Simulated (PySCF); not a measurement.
NbO₂Br, SMILES [O]=[Nb](=[O])[Br], multiplicity 1.

Geometry: B3LYP-D3(BJ)/def2-SVP. The spin state was assumed, not searched. The def2 effective core potentials stand for the cores of Nb; spin–orbit coupling is left out.

Two levels are set side by side: TDA-PBE/def2-SVPD (PySCF) and TDA-B3LYP/def2-SVPD (PySCF). Vertical, same geometry. The lowest singlet is HOMO→LUMO 100 % with PBE and HOMO−2→LUMO 53 %, HOMO→LUMO 46 % with the other functional; states are paired by order. Differences are taken from unrounded values.

| quantity | TDA-B3LYP |
|---|---|
| lowest singlet excitation (eV) | 2.92 |
| lowest triplet excitation (TDA) (eV) | 2.82 |

Question: What does TDA-PBE give, and how far is it from TDA-B3LYP? (The exact figures need the calculation; the answer reports its results.)

Answer: 
```csv
quantity,TDA-PBE,TDA-PBE minus TDA-B3LYP
lowest singlet excitation (eV),2.58,-0.34
lowest triplet excitation (TDA) (eV),2.48,-0.34
```

Functionals without exact exchange tend to place singlet excitations lower, as here. Differences between two approximate levels are no errors against the true value.

Rough cost on one machine, each run with all the roots and properties that it gave: TDA-B3LYP against TDA-PBE within a factor of 2.
